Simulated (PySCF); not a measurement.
**Working out the ionisation energy of I⁺**

I⁺ [Kr] 4d10 5s2 5p4 (3P) → I²⁺ [Kr] 4d10 5s2 5p3 (4S). All numbers are calculated (PySCF 2.14, a scalar-relativistic core potential, in aug-cc-pVDZ-PP with ECP28MDF (5s4p3d, 32 functions)). Frozen: 4s2 4p6 4d10. Energies in hartree (1 hartree = 27.21139 eV):

```
            part   I⁺ (lower)  I²⁺ (upper)
             UHF  -294.301268  -293.654396
CCSD correlation    -0.075545    -0.060183
             (T)    -0.000957    -0.000553
```

Q: What does Hartree-Fock give?

A: (-293.654396) − (-294.301268) = 0.646872 hartree = 17.602 eV.

Q: What do CCSD and CCSD(T) give?

A: The CCSD correlation energies differ by 0.015362 hartree = 0.418 eV and the triples by 0.000404 hartree = 0.011 eV, so CCSD gives 18.020 eV and CCSD(T) 18.031 eV.

Measured between the centres of the two terms (NIST): 18.750 eV, so CCSD(T) (valence) is off by -0.719 eV.

A double-zeta basis recovers only part of the correlation energy.

What remains against the reference includes basis incompleteness, the frozen core and higher excitations.
